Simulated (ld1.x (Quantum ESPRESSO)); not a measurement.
u(r) = r·R(r): atom against pseudo-atom (Fe)

Columns: radius, all-electron u(r) and pseudo u(r) of the 4s shell (level -7.18 eV) of iron in the configuration [Ne] 3s2 3p6 3d6 4s1.75 4p0; LDA (PZ), scalar-relativistic, TM scheme, ld1.x (Quantum ESPRESSO) 7.5.

```csv
r (bohr),all-electron,pseudo
0.100,-0.0681,-0.0134
0.200,-0.1674,-0.0271
0.300,-0.0344,-0.0418
0.400,0.1360,-0.0578
0.500,0.2484,-0.0755
0.600,0.2852,-0.0956
0.700,0.2600,-0.1186
0.800,0.1935,-0.1450
0.900,0.1040,-0.1754
1.000,0.0049,-0.2099
1.100,-0.0948,-0.2489
1.200,-0.1895,-0.2919
1.300,-0.2761,-0.3383
1.400,-0.3531,-0.3868
1.500,-0.4198,-0.4355
1.600,-0.4763,-0.4822
1.700,-0.5231,-0.5247
1.800,-0.5610,-0.5612
1.900,-0.5906,-0.5907
2.000,-0.6129,-0.6129
2.100,-0.6286,-0.6286
2.200,-0.6385,-0.6385
2.300,-0.6434,-0.6434
2.400,-0.6438,-0.6438
2.500,-0.6405,-0.6405
2.600,-0.6339,-0.6339
```

Task: How many radial nodes do the two functions have?

Result: The all-electron 4s function has n − l − 1 = 3 (the table is too coarse to show those close to the nucleus); the pseudo-wave has 0, since the states of the same l below it are removed with the core.

Task: At about which radius was the pseudo-wave matched?

Result: 2.00 bohr. The columns agree to 0.0005 from 1.80 bohr on; several derivatives are matched, so the curves merge somewhat inside the radius.

Task: Is the pseudo-wave norm-conserving?

Result: Yes: the TM scheme keeps the norm inside the radius equal to the all-electron one, which fixes the energy derivative of the logarithmic derivative at the level.
